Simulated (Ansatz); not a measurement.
Kohn–Sham single points on AlBFH3Si (`F[B]1[AlH][SiH2]1`).

```yaml
crystal:
  periodic: [false, false, false]
  atoms:
    - {symbol: F, position_ang: [-0.934892, -2.248940, 0.983232]}
    - {symbol: B, position_ang: [-0.443304, -1.173100, 0.399357]}
    - {symbol: Al, position_ang: [1.332731, -0.212222, -0.026755]}
    - {symbol: Si, position_ang: [-0.916510, 0.676590, 0.171361]}
    - {symbol: H, position_ang: [2.776122, 0.225591, -0.517327]}
    - {symbol: H, position_ang: [-1.944944, 1.717237, -0.152014]}
    - {symbol: H, position_ang: [0.191998, 0.946845, -0.903454]}
basis:
  gaussian: {orbitals: def2-TZVPP}
hamiltonian: {xc: hse06, dispersion: d4}
output: {orbitals: {seedname: orbitals}}
```

```sh
$ ansatz run in.yaml --threads 2 --pin off --events-out ev --progress --plain --max-ram 4352MiB
```

Output, abridged:

```
Functional definition: HSE06
1093 factors; their error is unknown
95 factors; integrals over basis functions are off by at most 5.8e-7 eV
mean field evaluation 1: about -17903.3177 eV, gradient 3.8e1 eV
mean field evaluation 2: about -17897.7543 eV, gradient 5.8e1 eV
mean field evaluation 4: about -17907.0568 eV, gradient 3.1e0 eV
mean field evaluation 8: about -17907.1217 eV, gradient 1.7e-1 eV
mean field evaluation 16: about -17907.1217 eV, gradient 3.8e-5 eV
mean field -17907.12171602 eV, -658.0745851805 hartree, gradient 3.8e-5 eV, S^2 0.000000; 0 other end points of the search recorded, 0 dependent functions left out
reference -17907.12175962 eV, -658.0745867828 hartree; 22, 22 occupied and 166, 166 virtual orbitals, 1093 factors
Total energy: -17907.23428189 eV, -658.0787219000 hartree
```

Hardware: 2 threads of an Arm Neoverse V1 on a shared host. Wall time 3.1 s, peak host memory 0.37 GiB.

The same input with `hamiltonian: {xc: {name: B2PLYP}}` (abridged; 5.5 s):

```
Functional definition: B2PLYP
mean field evaluation 16: about -17903.8792 eV, gradient 1.0e-4 eV
mean field -17903.87919994 eV, -657.9554249126 hartree, gradient 3.3e-6 eV, S^2 0.000000
12 core orbitals not correlated: weight in the atoms' cores, before any rotation towards them, 1.000 or more for the frozen orbitals, at most 0.000 for the correlated occupied ones
second order -18.42780389 eV of doubles, -0.00000000 eV of singles
Total energy: -17908.85487088 eV, -658.1382774469 hartree
```

With the line `hamiltonian: {xc: {name: revPBE}, dispersion: d4}` (abridged; 2.2 s):

```
Functional definition: revPBE
mean field evaluation 16: about -17913.5948 eV, gradient 4.1e-4 eV
mean field -17913.59482974 eV, -658.3124677223 hartree, gradient 8.1e-5 eV, S^2 0.000000
Total energy: -17913.97191500 eV, -658.3263253499 hartree
```

The same input with `hamiltonian: {xc: {name: r2SCANh}, dispersion: d4}` (abridged; 5.5 s):

```
Functional definition: r2SCANh
mean field evaluation 16: about -17914.3106 eV, gradient 1.3e-5 eV
mean field -17914.31061054 eV, -658.3387721816 hartree, gradient 1.3e-5 eV, S^2 0.000000
Total energy: -17914.34458566 eV, -658.3400207441 hartree
```

Changing it to `hamiltonian: {xc: {name: PBE-QIDH}}` (abridged; 5.5 s):

```
Functional definition: PBE-QIDH
mean field evaluation 16: about -17896.5516 eV, gradient 3.2e-4 eV
mean field -17896.55162431 eV, -657.6861414750 hartree, gradient 3.9e-6 eV, S^2 0.000000
12 core orbitals not correlated: weight in the atoms' cores, before any rotation towards them, 1.000 or more for the frozen orbitals, at most 0.000 for the correlated occupied ones
second order -17.01628139 eV of doubles, -0.00000000 eV of singles
Total energy: -17902.22373128 eV, -657.8945875614 hartree
```

The same input with `hamiltonian: {xc: pbe, dispersion: d4}` and forces (abridged; 2.6 s):

```
Functional definition: PBE
mean field evaluation 16: about -17906.2370 eV, gradient 2.2e-4 eV
mean field -17906.23702544 eV, -658.0420734017 hartree, gradient 2.8e-5 eV, S^2 0.000000
Total energy: -17906.37806294 eV, -658.0472564339 hartree
Atom 0 force    -0.188770    -0.424589     0.231742 eV/Å
Atom 1 force     0.152031     0.239429    -0.197520 eV/Å
Atom 2 force     0.088963    -0.094980     0.057037 eV/Å
Atom 3 force    -0.099626     0.003373     0.125887 eV/Å
Atom 4 force     0.129701     0.054329    -0.065917 eV/Å
Atom 5 force    -0.137604     0.163523    -0.065512 eV/Å
Atom 6 force     0.055305     0.058915    -0.085717 eV/Å
Dipole moment:     0.139007     0.190306    -0.067463 e Å
```

HSE06 is the plane-wave form, built on full-range PBE exchange.
